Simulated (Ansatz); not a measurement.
Input and output for `F[SiH][GeH3]` radical.

```yaml
crystal:
  periodic: [false, false, false]
  atoms:
    - {symbol: F, position_ang: [-0.795049, -1.725718, 1.353134]}
    - {symbol: Si, position_ang: [-0.845224, -1.094907, -0.057024]}
    - {symbol: Ge, position_ang: [0.320465, 0.876825, -0.078364]}
    - {symbol: H, position_ang: [-0.312381, -2.072345, -0.961595]}
    - {symbol: H, position_ang: [0.278065, 1.406546, -1.455370]}
    - {symbol: H, position_ang: [-0.317773, 1.847670, 0.828580]}
    - {symbol: H, position_ang: [1.730554, 0.696458, 0.326769]}
basis:
  gaussian: {orbitals: STO-3G, fitting: {mean_field: def2-universal-jkfit}}
magnetization: {spin_polarized: true, initial_magnetization: 1}
hamiltonian: {xc: {name: r2SCANh}, dispersion: d3bj}
accuracy: high
scf: {lower_state_search: off}
output: {forces: true}
```

```sh
$ ansatz run in.yaml --threads 4 --pin off --events-out ev --progress --plain --max-ram 10444MiB
```

Output, abridged:

```
Warning: the engine holds no damping parameters fitted to this dispersion correction and functional, so the run takes those fitted to r2scanh beside the three-body term, which d3bj leaves out (hamiltonian.dispersion, under Limitations)
Functional definition: r2SCANh
543 factors; integrals over basis functions are off by at most 1.6e-2 eV
mean field evaluation 1: about -66372.1233 eV, gradient 6.0e1 eV
mean field evaluation 2: about -66366.1318 eV, gradient 6.1e1 eV
mean field evaluation 4: about -66395.2942 eV, gradient 1.0e1 eV
mean field evaluation 8: about -66396.0297 eV, gradient 2.7e-1 eV
mean field evaluation 16: about -66396.0305 eV, gradient 5.2e-5 eV
mean field -66396.03047075 eV, -2440.0091149542 hartree, gradient 6.5e-8 eV, S^2 0.750786; 0 other end points of the search recorded, 0 dependent functions left out
reference -66396.03047161 eV, -2440.0091149859 hartree; 30, 29 occupied and 6, 7 virtual orbitals, 543 factors
Total energy: -66396.06894527 eV, -2440.0105288666 hartree
Atom 0 at    -0.795049    -1.725718     1.353134 Å, force     0.211929    -2.036648     4.242828 eV/Å
Atom 1 at    -0.845224    -1.094907    -0.057024 Å, force    -0.926630     2.435978    -3.672754 eV/Å
Atom 2 at     0.320465     0.876825    -0.078364 Å, force     0.769783     0.973047    -0.224917 eV/Å
Atom 3 at    -0.312381    -2.072345    -0.961595 Å, force     0.508848    -0.395528    -0.423602 eV/Å
Atom 4 at     0.278065     1.406546    -1.455370 Å, force     0.136548    -0.425040     1.523912 eV/Å
Atom 5 at    -0.317773     1.847670     0.828580 Å, force     0.752434    -0.935969    -0.989274 eV/Å
Atom 6 at     1.730554     0.696458     0.326769 Å, force    -1.452913     0.384160    -0.456192 eV/Å
Dipole moment:    -0.098710    -0.010058    -0.061860 e Å
Checks for a lower state left out: stability, starts, cluster_reference, orbital_swaps, neighbouring_geometries, increment
```

It took 0.75 s on 4 threads of an AMD EPYC 9R45 on a shared host, with 0.36 GiB of host memory at the peak.
